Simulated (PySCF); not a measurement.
W(S)(F)2(OH)2 (F2H2O2SW), SMILES [OH][W]([OH])([F])([F])=[S], multiplicity 1. Atoms are numbered in the order given.

```xyz
8

W     -0.1143     0.0539     0.0000
S      1.9833    -0.3042     0.0000
F     -0.2659     1.9155     0.0000
F     -0.8691    -1.7012     0.0000
O     -0.6697     0.0195     1.8035
H     -1.1719    -0.6804     2.2426
O     -0.6697     0.0195    -1.8035
H     -1.1719    -0.6804    -2.2426
```
Charge 0, spin multiplicity 1.

Coordinates come from a B3LYP-D3(BJ)/def2-SVP optimisation. The spin state was assumed, not searched. The structure was generated by enumeration; whether it is a known compound was not checked. The def2 effective core potentials stand for the cores of W; spin–orbit coupling is left out. Other conformers were not sampled.

Vertical ionisation energy (IE) and electron affinity (EA) in eV. Rows of orbital energies are one-electron estimates. Where ΔSCF, EOM or ADC give a negative EA the extra electron is unbound and the value depends on the basis.

```tsv
level	IE	EA
−ε(HOMO), −ε(LUMO), M06-2X/def2-TZVP (PySCF)	[?]	[?]
−ε(HOMO), −ε(LUMO), PBE/def2-TZVP (PySCF)	6.89	3.96
```

What belongs in the gaps? (Estimate from the structure and the level; the computed values follow.)


- −ε(HOMO), −ε(LUMO), M06-2X/def2-TZVP (PySCF), IE: 9.49
- −ε(HOMO), −ε(LUMO), M06-2X/def2-TZVP (PySCF), EA: 2.21
